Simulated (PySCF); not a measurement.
## Radial density of Sn (tin, neutral)

UHF, [Kr] 4d10 5s1 5p3, high-spin 5S determinant (an excited configuration). Computed with PySCF 2.14 in aug-cc-pV5Z-PP with ECP28MDF, with a scalar-relativistic core potential. This is the valence pseudo-density: the core potential removes the inner electrons and smooths the orbitals near the nucleus.

```tsv
r (bohr)	4πr²ρ (e/bohr)	4πr²(ρα − ρβ)
0.00374	1.052e-05	0.0000
0.00629	2.658e-05	0.0000
0.0106	6.315e-05	0.0000
0.0178	0.0001341	0.0000
0.0299	0.0002495	0.0000
0.0503	0.0004489	0.0000
0.0847	0.001492	0.0000
0.142	0.01354	0.0001
0.240	0.2072	0.0013
0.403	3.667	0.0540
0.678	20.71	0.1915
1.14	14.17	-0.0212
1.92	3.013	1.4856
3.23	1.239	1.2141
5.42	0.1450	0.1450
9.12	0.001437	0.0014
```

Energies and moments cover only the electrons outside the core potential.

**Question.** Where is the radial spin density 4πr²(ρα − ρβ) most negative, and why is it negative at all?

**Answer.** Around r = 1.14 bohr, down to -0.0212 e/bohr: exchange with the open shell polarises the paired shells in an unrestricted calculation.
